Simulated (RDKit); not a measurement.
RDKit input (UFF):

```python
from rdkit import Chem
from rdkit.Chem import AllChem, rdDetermineBonds

mol = Chem.MolFromXYZFile('mol.xyz')
rdDetermineBonds.DetermineBonds(mol, charge=-1)
print('SMILES', Chem.MolToSmiles(Chem.RemoveHs(mol)))
ff = AllChem.UFFGetMoleculeForceField(mol)
e0 = ff.CalcEnergy()
flag = ff.Minimize(maxIts=5000, forceTol=1e-5)
print(f'energy {e0:.4f} -> {ff.CalcEnergy():.4f} kcal/mol, converged: {flag == 0}')
print(Chem.MolToXYZBlock(mol))
```
mol.xyz:
```
8

Br     2.09797700    -1.09284400    -0.34797000
C      0.31394600    -0.22046000    -0.07405500
C      0.23722700     1.03941800     0.40980400
Se    -1.65015600     1.32039900     0.45166700
C     -2.00624000    -0.41482600    -0.23105700
C     -0.81459500    -1.03506100    -0.42851100
H     -2.99133600    -0.81596600    -0.42076700
H     -0.71458300    -2.04248700    -0.81405000
```

Output:

```
[05:19:21] UFFTYPER: Unrecognized atom type: Se2+2 (3)
SMILES Brc1[c-][se]cc1
energy 8.4103 -> -0.1412 kcal/mol, converged: True
8

Br     2.058215   -1.076703   -0.343140
C      0.344921   -0.274665   -0.093895
C      0.256217    1.010318    0.399238
Se    -1.650156    1.320400    0.451666
C     -2.037363   -0.376475   -0.217345
C     -0.806195   -0.971480   -0.403660
H     -2.946144   -0.912603   -0.456492
H     -0.747256   -1.980620   -0.791312
```

The dipole moment of an ion depends on the origin.

The geometry given is a B3LYP-D3(BJ)/def2-TZVP minimum.
